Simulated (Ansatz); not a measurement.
`N[C@@H](F)[Si@@H](O)F` + `C=C[SiH](O)[SiH2]O` → `C=C[Si@@H](O)[Si@@H](O)F` + `NC(F)[SiH2]O`  (redistribution)

Computed with Ansatz on PBE0-D4/def2-TZVP structures; ΔE is electronic, products minus reactants. CBS: MP2 limit from def2 TZ/QZ plus the TZ coupled-cluster correction, frozen cores. DFT in def2-TZVPP. B3LYP here is the variant with VWN-RPA as its local correlation; programs differ in this. Each species was taken in one conformer, which may not be the lowest.

`N[C@@H](F)[Si@@H](O)F`:

Z-matrix (Å, degrees):
```
C
F 1 1.431
Si 1 1.887 2 105.8
N 1 1.397 2 113.5 3 122.5
H 1 1.094 2 104.7 3 -118.0
O 3 1.632 1 105.1 2 85.9
F 3 1.595 1 109.0 2 -155.3
H 3 1.479 1 113.4 2 -36.9
H 4 1.010 1 114.5 2 62.6
H 4 1.010 1 114.0 2 -67.3
H 6 0.957 3 119.9 1 -164.0
```

`C=C[SiH](O)[SiH2]O`:

Z-matrix (Å, degrees):
```
Si
C 1 1.854
Si 1 2.352 2 111.3
O 1 1.659 2 107.4 3 119.8
H 1 1.496 2 110.3 3 -122.0
C 2 1.331 1 123.5 3 17.2
H 2 1.090 1 118.1 3 -164.3
O 3 1.660 1 108.1 2 -57.4
H 3 1.494 1 110.9 2 64.1
H 3 1.496 1 110.3 2 -178.6
H 4 0.958 1 117.0 2 154.0
H 6 1.087 2 122.0 1 178.0
H 6 1.087 2 122.0 1 -1.2
H 8 0.958 3 117.4 1 -177.2
```

`C=C[Si@@H](O)[Si@@H](O)F`:

Z-matrix (Å, degrees):
```
Si
C 1 1.850
Si 1 2.351 2 110.3
O 1 1.654 2 106.5 3 -119.3
H 1 1.493 2 110.3 3 119.4
C 2 1.331 1 122.9 3 112.4
H 2 1.089 1 118.3 3 -66.7
O 3 1.639 1 107.4 2 71.6
F 3 1.610 1 108.7 2 -169.2
H 3 1.490 1 115.9 2 -52.0
H 4 0.958 1 117.5 2 173.2
H 6 1.086 2 121.4 1 1.0
H 6 1.086 2 122.0 1 -179.5
H 8 0.959 3 118.9 1 -167.3
```

`NC(F)[SiH2]O`:

```xyz
11

N    -0.992   -0.519    1.256
C     0.295   -0.150    0.845
F     0.844    0.918    1.623
Si    0.337    0.462   -0.948
O     0.134   -0.859   -1.907
H    -1.035   -0.890    2.195
H    -1.684    0.206    1.130
H     0.978   -0.991    0.997
H    -0.767    1.450   -1.117
H     1.635    1.132   -1.223
H     0.254   -0.761   -2.851
```

(1) Is it downhill or uphill in electronic energy at CCSD(T)/CBS, and by how much? (Best estimate.)

(2) What do these levels give: ωB97M-V, B3LYP, MP2/def2-TZVPP, CCSD(T)/def2-TZVPP, MP2/CBS(def2), CCSD/CBS(def2)? (An estimate is asked.)

Largest T1 diagnostic among the species: 0.012.

Results:

(1) The calculation gave: Uphill: ΔE = +6.8 kJ/mol.

(2) The calculation gave: ωB97M-V 7.1, B3LYP 3.2, MP2/def2-TZVPP 8.0, CCSD(T)/def2-TZVPP 8.3, MP2/CBS(def2) 6.5, CCSD/CBS(def2) 6.4 kJ/mol.

In def2-TZVPP, CCSD(T) changes the Hartree–Fock value by +3.8 kJ/mol (the triples alone add +0.4 kJ/mol) and MP2 by +3.5 kJ/mol.
